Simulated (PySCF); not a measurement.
Electron correlation in Ti (titanium, neutral)

[Ar] 3d2 4s2, high-spin 3F determinant. All numbers are calculated (PySCF 2.14, scalar relativity by spin-free X2C-1e, in x2c-QZVPPall (11s7p5d3f2g, 96 functions)). Frozen: [Ar]; 4 electrons correlated.

```tsv
level	correlation energy (mhartree)
CCSD	-53.97
(T)	-1.95
CCSD(T)	-55.92
```

Diagnostics: T1 = 0.026, D1 = 0.0604, largest double amplitude 0.078.

Task: Is a single reference adequate?

Result: Mostly. T1 lies below 0.03, but a double amplitude of this size points to a near-degeneracy that CCSD handles and MP2 describes poorly.
